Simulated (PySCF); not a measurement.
Molecule: SMILES O=C[C@@H]1CCCOC1, C$_{6}$H$_{10}$O$_{2}$.

Bonds (- single, = double, # triple, : aromatic): O1=C2, C2-C3, C3-C4, C4-C5, C5-C6, C6-O7, O7-C8, C8-C3. C2 carries H9; C3 carries H10; C4 carries H11, H12; C5 carries H13, H14; C6 carries H15, H16; C8 carries H17, H18. Stereochemistry as in O=C[C@@H]1CCCOC1. H12, H14, H16, H17 are cis to C2 on the ring; H11, H13, H15, H18 are trans to C2 on the ring.

Frames of a GFN2-xTB Langevin trajectory at 600 K; GIAO PBE0/pcSseg-1 shieldings in PySCF, gas phase, non-relativistic; equivalent atoms averaged within each frame.

Referencing at the same level of theory: H2O for $^{17}$O (σref 336.08); $^{13}$C (σref 186.93), $^{1}$H (σref 31.72) vs TMS. The references are static minima.

**Question.** How do the shifts (ppm) fluctuate along the trajectory?

**Answer.** 
```csv
time (fs),O1,O7,C2,C6,C8,C3,C5,C4,H9,H17
250,818.7,50.7,237.0,73.4,67.0,47.7,35.3,34.5,10.82,5.01
425,728.3,83.4,210.9,82.1,86.6,53.7,30.1,28.9,10.59,5.87
625,676.8,45.5,207.9,76.4,75.0,58.9,29.9,24.7,10.49,6.19
800,722.8,48.7,217.9,74.5,76.4,56.5,26.7,27.9,10.52,4.53
1000,755.6,49.5,213.8,80.6,65.1,42.9,34.0,25.4,10.96,4.67
mean of frames,740.5,55.6,217.5,77.4,74.0,52.0,31.2,28.3,10.67,5.25
standard deviation,52.1,15.7,11.5,3.8,8.6,6.5,3.5,3.9,0.20,0.74
```

5 frames give an uncertainty of the mean of about the standard deviation over 2.2 at best, since frames this close in time may not be independent; classical motion lacks zero-point vibration, and the reference would need the same averaging.
